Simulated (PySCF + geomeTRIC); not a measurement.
The multiplicity is imposed and other spin states were not computed.

Calculation: TPSS-D3(BJ)/def2-SVP (PySCF + geomeTRIC). fastk is a local helper that only speeds up exchange builds. No frequencies were computed at this level.

```python
import json, numpy as np
from pyscf import gto, dft
from fastk import lowrank_exchange
atoms = """
Cu    -0.170846    -0.199277     0.085673
N     -1.518133    -2.647253     0.866199
C     -0.972146    -1.665781     0.551303
H     -1.980385    -3.482928     1.134915
O      0.689066     1.183812    -0.380055
H      0.265692     2.038732    -0.431621
"""
def scf(charge, spin, dm0=None):
    mol = gto.M(atom=atoms, basis='def2-svp', ecp={}, charge=charge, spin=spin, verbose=3, max_memory=5040)
    mf = dft.KS(mol, xc='tpss').density_fit(auxbasis="def2-universal-jkfit")
    mf.disp = 'd3bj'
    mf.grids.level = 3
    mf.conv_tol = 1e-8
    mf.max_cycle = 120
    mf.level_shift = 0.25
    mf.kernel(dm0)
    if not mf.converged:
        mf = mf.newton().run(mf.mo_coeff, mf.mo_occ).undo_soscf()
    return mf
mf = scf(0, 0)
from pyscf.geomopt.geometric_solver import kernel as optimize
path = []
done, mol = optimize(mf, maxsteps=120, assert_convergence=False, callback=lambda env: path.append((env["energy"], bool(env["g_scanner"].converged))))
res = dict(converged=bool(done and path[-1][1]), energy=path[-1][0], path=[e for e, c in path], xyz=mol.atom_coords(unit="Angstrom").tolist(), nao=mol.nao)
json.dump(res, open("result.json", "w"))
```

Output:

```
converged SCF energy = -1809.48985738065
Geometry optimization cycle 1
converged SCF energy = -1809.48985735254
cycle 1: E = -1809.48985735  dE = -1809.49  norm(grad) = 0.0557277
Geometry optimization cycle 2
converged SCF energy = -1809.49376331774
cycle 2: E = -1809.49376332  dE = -0.00390597  norm(grad) = 0.0119872
Geometry optimization cycle 3
converged SCF energy = -1809.49413181339
cycle 3: E = -1809.49413181  dE = -0.000368496  norm(grad) = 0.00649447
Geometry optimization cycle 4
converged SCF energy = -1809.49434845805
cycle 4: E = -1809.49434846  dE = -0.000216645  norm(grad) = 0.00238775
Geometry optimization cycle 5
converged SCF energy = -1809.49439942205
cycle 5: E = -1809.49439942  dE = -5.0964e-05  norm(grad) = 0.00166736
Geometry optimization cycle 6
converged SCF energy = -1809.49441201887
cycle 6: E = -1809.49441202  dE = -1.25968e-05  norm(grad) = 0.000772686
Geometry optimization cycle 7
converged SCF energy = -1809.49441355016
cycle 7: E = -1809.49441355  dE = -1.53129e-06  norm(grad) = 0.000258789
Geometry optimization cycle 8
converged SCF energy = -1809.49441383744
cycle 8: E = -1809.49441384  dE = -2.87274e-07  norm(grad) = 0.000247933
<class 'geometric.internal.Distance'> : 5
<class 'geometric.internal.Angle'> : 1
<class 'geometric.internal.LinearAngle'> : 6
<class 'geometric.internal.TranslationX'> : 1
<class 'geometric.internal.TranslationY'> : 1
<class 'geometric.internal.TranslationZ'> : 1
<class 'geometric.internal.RotationA'> : 1
<class 'geometric.internal.RotationB'> : 1
<class 'geometric.internal.RotationC'> : 1
Step    0 : Gradient = 2.275e-02/3.311e-02 (rms/max) Energy = -1809.4898573525
Step    1 : Displace = 4.601e-02/6.009e-02 (rms/max) Trust = 1.000e-01 (=) Grad = 4.894e-03/1.019e-02 (rms/max) E (change) = -1809.4937633177 (-3.906e-03) Quality = 1.134
Step    2 : Displace = 1.363e-02/2.239e-02 (rms/max) Trust = 1.414e-01 (+) Grad = 2.651e-03/4.415e-03 (rms/max) E (change) = -1809.4941318134 (-3.685e-04) Quality = 1.444
Step    3 : Displace = 2.129e-02/3.858e-02 (rms/max) Trust = 2.000e-01 (+) Grad = 9.748e-04/1.336e-03 (rms/max) E (change) = -1809.4943484581 (-2.166e-04) Quality = 1.250
Step    4 : Displace = 1.354e-02/2.744e-02 (rms/max) Trust = 2.828e-01 (+) Grad = 6.807e-04/1.293e-03 (rms/max) E (change) = -1809.4943994221 (-5.096e-05) Quality = 1.239
Step    5 : Displace = 6.394e-03/1.272e-02 (rms/max) Trust = 3.000e-01 (+) Grad = 3.154e-04/5.567e-04 (rms/max) E (change) = -1809.4944120189 (-1.260e-05) Quality = 1.122
Step    6 : Displace = 1.584e-03/2.339e-03 (rms/max) Trust = 3.000e-01 (=) Grad = 1.057e-04/1.747e-04 (rms/max) E (change) = -1809.4944135502 (-1.531e-06) Quality = 0.880
Step    7 : Displace = 8.537e-04/1.518e-03 (rms/max) Trust = 3.000e-01 (=) Grad = 1.012e-04/1.746e-04 (rms/max) E (change) = -1809.4944138374 (-2.873e-07) Quality = 0.471
Converged! =D
```

Cost: very roughly 2.1 core-minutes.
